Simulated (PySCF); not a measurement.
Li (lithium, neutral) across methods

[He] 2s1, 2S determinant. Computed with PySCF 2.14 in dyall-acv3z, with the non-relativistic Hamiltonian (point nucleus).

```
method  E (hartree)  mean ε 1s α (eV)  mean ε 1s β (eV)  mean ε 2s α (eV)  Σ⟨r²⟩ (bohr²)   ⟨S²⟩
   UHF     -7.43275           -67.666           -67.177            -5.343          18.63  0.750
 wB97X      -7.4822           -58.179           -58.066            -5.314          18.64  0.750
  PBE0      -7.4672           -55.874           -55.590            -3.831          17.96  0.750
   PBE      -7.4621           -51.732           -51.506            -3.227          17.96  0.750
r2SCAN      -7.4798           -53.315           -53.147            -3.258          18.06  0.750
M06-2X      -7.4831           -59.629           -59.456            -4.231          17.81  0.750
   LDA      -7.3439           -51.018           -50.808            -3.165          18.30  0.750
revPBE      -7.4869           -51.806           -51.606            -3.235          17.93  0.750
```
